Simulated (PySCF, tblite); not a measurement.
Isomers of C2H7F3N2Si, one GFN2-xTB conformer each. Single-point energies are computed at PBE0/pcSseg-1 (PySCF, gas phase, no added dispersion term), electronic only.

Question: Rank them by PBE0/pcSseg-1 energy, lowest first (kJ/mol).
A. `[NH2:1][Si@H:2]([F:3])[NH:4][CH2:5][CH:6]([F:7])[F:8]` with H–N1–Si2–F3 -72° and 69°, N1–Si2–N4–C5 167°, Si2–N4–C5–C6 85°, N4–C5–C6–F7 57°
B. `[NH2:1][SiH2:2][NH:3][CH2:4][C:5]([F:6])([F:7])[F:8]` with H–N1–Si2–N3 -176° and 48°, N1–Si2–N3–C4 -174°, Si2–N3–C4–C5 -76°

Answer: A (0.0), B (165.5).

As drawn, the lower has an Si–F bond, which the higher lacks. GFN2-xTB itself gives, in the same order: 0.0, 145.9. Both levels put the same isomer lowest.

Question: Which frontier levels, dipoles and rotational constants go with these structures?

Answer: 
| SMILES | HOMO (eV, PBE0/pcSseg-1) | LUMO (eV) | dipole (D) | A, B, C (MHz) |
| --- | --- | --- | --- | --- |
| N[Si@H](F)NCC(F)F | -7.33 | 1.35 | 1.71 | 3078, 926.5, 859.2 |
| N[SiH2]NCC(F)(F)F | -7.38 | 0.84 | 2.74 | 3941, 835.7, 815.7 |

Question: What happens when harmonic zero-point energies from GFN2-xTB frequencies are added?

Answer: 
```tsv
SMILES	ZPE (kJ/mol)	electronic (kJ/mol)	with ZPE (kJ/mol)
N[Si@H](F)NCC(F)F	269.1	0.0	0.0
N[SiH2]NCC(F)(F)F	260.5	165.5	156.9
```

The zero-point energies span 8.6 kJ/mol. The order is unchanged.
